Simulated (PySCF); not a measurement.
C3H10O2Si, SMILES O([SiH2]OC)CC, singlet (GFN2-xTB optimised geometry):

```
16

Si     0.547    -0.621     0.000
O      0.030    -1.373    -1.345
C      0.254    -2.692    -1.736
O     -0.084     0.857     0.000
C     -0.045     1.870    -0.968
C     -1.003     2.985    -0.575
H      2.015    -0.621     0.000
H     -0.029    -1.159     1.223
H      1.323    -2.899    -1.823
H     -0.222    -2.843    -2.706
H     -0.176    -3.388    -1.012
H      0.979     2.259    -1.038
H     -0.321     1.458    -1.945
H     -2.015     2.595    -0.509
H     -0.974     3.779    -1.316
H     -0.724     3.388     0.394
```

Computed with PBE0/def2-TZVP run with PySCF.

What are the frontier orbital energies and the dipole moment?

HOMO-2 -8.75 eV, HOMO-1 -8.21 eV, HOMO -7.98 eV, LUMO 0.77 eV, LUMO+1 1.18 eV; dipole moment 1.21 D.

On the same geometry PySCF 2.14.0 with PBE/def2-TZVP gives HOMO-2 -7.20 eV, HOMO-1 -6.65 eV, HOMO -6.50 eV, LUMO -0.08 eV, LUMO+1 0.32 eV; dipole moment 1.16 D.

Meta-Löwdin charges at PBE0/def2-TZVP: Si1 1.10, O2 -0.63, C3 -0.12, O4 -0.62, C5 0.02, C6 -0.35, H7 -0.16, H8 -0.14, H9 0.10, H10 0.13, H11 0.11, H12 0.10, H13 0.10, H14 0.12, H15 0.12, H16 0.12.
